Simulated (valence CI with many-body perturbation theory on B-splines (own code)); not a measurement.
Results of a calculation; reference values are marked as such.
**Os LXIV: magnetic and hyperfine properties of the levels**

Method: valence CI with perturbative core correlation (CI+MBPT): three valence electrons over a frozen Dirac-Fock core [Ne], a basis of 11 s, 11 p, 9 d, 7 f, 5 g, 2 h, 1 i functions for each j, with the one-electron correlation potential Σ1, the two-electron term Σ2, the three-electron term Σ3, Breit, model QED; selected CI, second order for the rest (own B-spline code, finite nucleus).

The last digits are not significant, and no measured levels were compared; by estimate large intervals hold to a few tenths of a per cent, small ones and those within an open d or f shell to about a per cent.

A/g_I is the dipole constant over the nuclear g factor μ/I (μ in nuclear magnetons, uniformly magnetised nucleus), B/Q the quadrupole constant per barn. Both hold the static response of the core; the bare values leave it out. Large factors of s and p1/2 electrons are usually good to 5 to 10 %; those of open d and f shells near neutrality can be off by tens of per cent, and small factors of p3/2, d and f electrons come from cancelling terms and can be off by a factor of two or in sign, in half-filled shells by more. B is blank for J = 1/2, where it vanishes, and for nearly pure S terms. Energies count from the lowest level.

Levels are named by their leading jj configuration (3d3/2^4 stands for four electrons in 3d with j = 3/2), which in mixed levels can hold well under half, so a name can repeat and another be missing. Letters in brackets count levels of one name in rising energy.

| Level | E (eV) | g | A/g_I (MHz) | A/g_I bare | B/Q (MHz/b) | B/Q bare |
| --- | --- | --- | --- | --- | --- | --- |
| (3s^2 3p1/2) J=1/2 | 0.0 | 0.646 | 2200000 | 2160000 |  |  |
| (3s 3p1/2^2) J=1/2 | 175.0 | 2.094 | 6570000 | 6440000 |  |  |
| (3s^2 3p3/2) J=3/2 | 413.0 | 1.319 | 243000 | 242000 | 484000 | 478000 |
| (3s 3p1/2 3p3/2) J=3/2 [a] | 556.4 | 1.624 | 1470000 | 1450000 | 393000 | 389000 |
| (3s 3p1/2 3p3/2) J=5/2 | 575.3 | 1.332 | 1880000 | 1850000 | 401000 | 396000 |
| (3s 3p1/2 3p3/2) J=3/2 [b] | 596.7 | 0.969 | 180000 | 182000 | 231000 | 228000 |
| (3s 3p1/2 3p3/2) J=1/2 | 607.3 | 1.267 | -2470000 | -2410000 |  |  |
| (3s^2 3d3/2) J=3/2 | 655.3 | 0.828 | 51400 | 56000 | 113000 | 114000 |
| (3s^2 3d5/2) J=5/2 | 738.8 | 1.193 | 84300 | 86800 | 95200 | 97600 |
| (3p1/2^2 3p3/2) J=3/2 | 767.5 | 1.008 | 1380 | 7040 | 291000 | 289000 |
| (3s 3p1/2 3d3/2) J=3/2 [a] | 781.0 | 0.775 | -177000 | -169000 | 216000 | 215000 |
| (3s 3p1/2 3d3/2) J=5/2 | 793.1 | 1.017 | 1810000 | 1780000 | 41600 | 44300 |
| (3s 3p1/2 3d3/2) J=1/2 | 820.7 | 0.401 | -2710000 | -2650000 |  |  |
| (3s 3p1/2 3d3/2) J=3/2 [b] | 828.1 | 1.277 | 1630000 | 1600000 | 90000 | 89800 |
| (3s 3p1/2 3d5/2) J=5/2 [a] | 886.1 | 1.348 | 623000 | 616000 | 93700 | 95900 |
| (3s 3p1/2 3d5/2) J=7/2 | 901.1 | 1.234 | 1290000 | 1270000 | 31900 | 35200 |
| (3s 3p1/2 3d5/2) J=5/2 [b] | 911.6 | 1.034 | -3640 | 1350 | 105000 | 107000 |
| (3s 3p1/2 3d5/2) J=3/2 | 916.4 | 1.109 | -1520000 | -1490000 | 52700 | 54300 |
| (3s 3p3/2^2) J=5/2 | 981.6 | 1.431 | 1520000 | 1490000 | 94500 | 93200 |
| (3p1/2^2 3d3/2) J=3/2 | 988.4 | 0.775 | 131000 | 132000 | 82000 | 84400 |
| (3s 3p3/2^2) J=1/2 | 1020.3 | 1.927 | 6640000 | 6510000 |  |  |
| (3s 3p3/2^2) J=3/2 | 1027.6 | 1.189 | -1030000 | -1000000 | -68400 | -67500 |
| (3p1/2^2 3d5/2) J=5/2 | 1097.0 | 1.190 | 44200 | 50200 | 74900 | 77600 |
| (3p1/2 3p3/2^2) J=5/2 | 1173.7 | 1.174 | 871000 | 859000 | 37400 | 37200 |
| (3p1/2 3p3/2^2) J=3/2 | 1179.0 | 1.422 | -12300 | -2620 | 11600 | 11400 |
| (3p1/2 3p3/2^2) J=1/2 | 1196.6 | 0.773 | 2860000 | 2800000 |  |  |
| (3s 3p3/2 3d3/2) J=3/2 [a] | 1206.5 | 1.280 | 695000 | 687000 | 659 | -1230 |
| (3s 3p3/2 3d3/2) J=1/2 [a] | 1208.4 | 2.091 | 2330000 | 2290000 |  |  |
| (3s 3p3/2 3d3/2) J=5/2 [a] | 1211.3 | 1.211 | 642000 | 636000 | 204000 | 201000 |
| (3s 3p3/2 3d3/2) J=7/2 | 1213.8 | 1.222 | 1090000 | 1070000 | 522000 | 518000 |
| (3s 3p3/2 3d3/2) J=3/2 [b] | 1243.0 | 0.984 | 313000 | 312000 | -253000 | -249000 |
| (3s 3p3/2 3d3/2) J=5/2 [b] | 1255.9 | 0.963 | -216000 | -206000 | 288000 | 287000 |
| (3s 3p3/2 3d3/2) J=1/2 [b] | 1261.9 | 0.609 | 1380000 | 1350000 |  |  |
| (3s 3p3/2 3d5/2) J=9/2 | 1278.1 | 1.319 | 844000 | 833000 | 591000 | 587000 |
| (3s 3p3/2 3d5/2) J=5/2 [a] | 1301.5 | 1.340 | 1280000 | 1260000 | -260000 | -257000 |
| (3s 3p3/2 3d5/2) J=7/2 [a] | 1310.4 | 1.244 | 519000 | 514000 | 312000 | 310000 |
| (3s 3p3/2 3d5/2) J=3/2 [a] | 1314.0 | 1.144 | -591000 | -573000 | -267000 | -263000 |
| (3s 3p3/2 3d5/2) J=7/2 [b] | 1330.6 | 1.195 | -60100 | -53200 | 289000 | 289000 |
| (3s 3p3/2 3d5/2) J=1/2 | 1339.9 | 0.717 | -2030000 | -1990000 |  |  |
| (3s 3p3/2 3d5/2) J=3/2 [b] | 1351.2 | 1.299 | 1550000 | 1520000 | 150000 | 150000 |

(1) Take the isotope of mass number 187, with I = 1/2, μ = 0.06442 μN. What is the hyperfine structure of (3s 3p1/2 3p3/2) J=3/2 [a]?

Results:

(1) From the table A = 190000 MHz. Shifts from the centre of gravity in MHz: F = 1: -238000, F = 2: 142000.
